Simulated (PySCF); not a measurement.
**Question.** Give a PBE0-D3(BJ)/def2-SVP geometry of `C[O+](C)[BH2-]F`.

**Answer.** 
Z-matrix in Å and degrees, rows numbered from 1:
```
C 
O   1  1.4242
C   2  1.4235  1  113.72
B   2  1.6724  1  113.68  3  -132.48
F   4  1.3805  2  102.95  1    66.37
H   1  1.0993  2  109.03  3   -57.01
H   1  1.1008  2  110.25  3    64.50
H   1  1.0951  2  106.66  3  -176.36
H   3  1.0996  2  109.04  1    58.24
H   3  1.0951  2  106.66  1   177.44
H   3  1.1008  2  110.31  1   -63.45
H   4  1.2211  2  101.41  1   -52.66
H   4  1.2210  2  101.45  1  -174.60
```

Of the pairs four or more bonds apart, H8···H12 is among the closest relative to their van der Waals radii: 2.31 Å, 96 % of the sum of Bondi's values. O2 (oxygen bonded to B and 2 C) is pyramidal (angles 113.9°, 113.7° and 113.7°, sum 341.3°, 0.38 Å off the plane of its three neighbours). B4 (four-coordinate boron) is distorted tetrahedral (angles from 101.4° to 118.0°).

Method: PBE0-D3(BJ)/def2-SVP geometry optimisation, gas phase in PySCF 2.14.0.

Point group: Cs (tolerance 0.08 Å). Not checked by PBE0-D3(BJ)/def2-SVP frequencies. One conformer, not necessarily the lowest (C1–O2–B4–F5 66°).

The run took 53 s of wall time on an Arm Neoverse V2 with one thread, shared host, and the process peaked at 0.46 GiB of memory. These figures are those of the optimisation.
